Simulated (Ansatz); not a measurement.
CuCl₂ (charge +1), closed shell: a pair in one relaxed arrangement.

The input file, in.yaml:

```yaml
crystal:
  periodic: [false, false, false]
  atoms:
    - {symbol: Cu, position_ang: [0.102792, -0.836229, -1.554801]}
    - {symbol: Cl, position_ang: [0.002671, -0.021754, 1.669844]}
    - {symbol: Cl, position_ang: [-0.105463, 0.857983, -0.115143]}
basis:
  gaussian: {orbitals: STO-3G}
total_charge: 1
hamiltonian: {xc: hf}
```

Run by:

```bash
ansatz run in.yaml --threads 2 --pin off --events-out ev --progress --plain --max-ram 5222MiB
```

The run's output (Ansatz 0.2.0):

```
Functional definition: HF
  name "HF"
  cite "Fock, Z. Phys. 61, 126 (1930) doi:10.1007/BF01340294"
  parent pbe
  exchange = exact_x
  correlation = 0
345 factors; integrals over basis functions are off by at most 3.9e-4 eV
mean field evaluation 1: about -68753.9965 eV, gradient 7.8e1 eV
mean field evaluation 2: about -68754.3454 eV, gradient 7.8e1 eV
mean field evaluation 4: about -68771.5205 eV, gradient 5.3e1 eV
mean field evaluation 8: about -68799.0340 eV, gradient 6.0e1 eV
mean field evaluation 16: about -68822.6981 eV, gradient 6.2e-2 eV
mean field evaluation 32: about -68822.7617 eV, gradient 5.5e-2 eV
mean field evaluation 64: about -68822.7491 eV, gradient 3.3e-1 eV
mean field evaluation 96: about -68822.7463 eV, gradient 1.6e-1 eV
mean field evaluation 128: about -68822.6423 eV, gradient 3.9e-1 eV
mean field evaluation 160: about -68810.1744 eV, gradient 2.6e1 eV
mean field evaluation 192: about -68802.5106 eV, gradient 1.6e1 eV
mean field evaluation 224: about -68822.6971 eV, gradient 8.9e-2 eV
mean field evaluation 256: about -68812.6846 eV, gradient 2.9e0 eV
mean field evaluation 288: about -68822.7439 eV, gradient 2.5e-6 eV
mean field evaluation 320: about -68822.1002 eV, gradient 7.5e0 eV
mean field evaluation 352: about -68822.7201 eV, gradient 7.4e-1 eV
mean field -68822.76598649 eV, -2529.1900002572 hartree, gradient 1.7e-6 eV, S^2 0.000000; 7 other end points of the search recorded, 0 dependent functions left out
reference -68822.76598649 eV, -2529.1900002572 hartree; 31, 31 occupied and 5, 5 virtual orbitals, 345 factors
Total energy: -68822.76598649 eV, -2529.1900002572 hartree
```

Hardware: 2 CPU threads of an Arm Neoverse V1, shared host. Wall time about 1.5 s.
